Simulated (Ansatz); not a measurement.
One change: `BCB(B)F` becomes `BCBF`.

Ansatz, PBE0-D4/def2-TZVP geometries, multiplicity 1. Each molecule was computed in one conformer, which needn't be the lowest.

| property | `BCB(B)F` |
| --- | --- |
| ideal-gas entropy at 298 K and 1 bar (rigid rotor, harmonic PBE0-D4/def2-TZVP) / J/(mol·K) | 346 |
| LUMO energy (B3LYP/def2-TZVPP) / eV | -2.40 |
| LUMO energy (PBE0/def2-TZVPP) / eV | -2.18 |
| HOMO–LUMO gap (ωB97M-V/def2-TZVPP) / eV | 10.19 |
| HOMO–LUMO gap (B3LYP/def2-TZVPP) / eV | 5.56 |
| HOMO energy (PBE0/def2-TZVPP) / eV | -8.15 |

(1) What does the change do to each property? (Estimate.)

Results:

(1) Computed: 
| property | `BCBF` | shift |
| --- | --- | --- |
| ideal-gas entropy at 298 K and 1 bar (rigid rotor, harmonic PBE0-D4/def2-TZVP) / J/(mol·K) | 305 | -41 |
| LUMO energy (B3LYP/def2-TZVPP) / eV | -1.97 | 0.43 |
| LUMO energy (PBE0/def2-TZVPP) / eV | -1.74 | 0.44 |
| HOMO–LUMO gap (ωB97M-V/def2-TZVPP) / eV | 11.48 | 1.29 |
| HOMO–LUMO gap (B3LYP/def2-TZVPP) / eV | 6.79 | 1.23 |
| HOMO energy (PBE0/def2-TZVPP) / eV | -8.95 | -0.80 |

With PBE0 the HOMO falls by 0.80 eV and the LUMO rises by 0.44 eV, so the gap widens by about 1.24 eV. PBE moves the HOMO by -0.69 eV and ωB97M-V by -0.85 eV. The zero-point energy changes by -29.6 kJ/mol with -6 modes. Modes under 60 cm⁻¹, often nearly free rotors, make the harmonic entropy too high.

B3LYP here is the variant with VWN-RPA as its local correlation; programs differ in this.
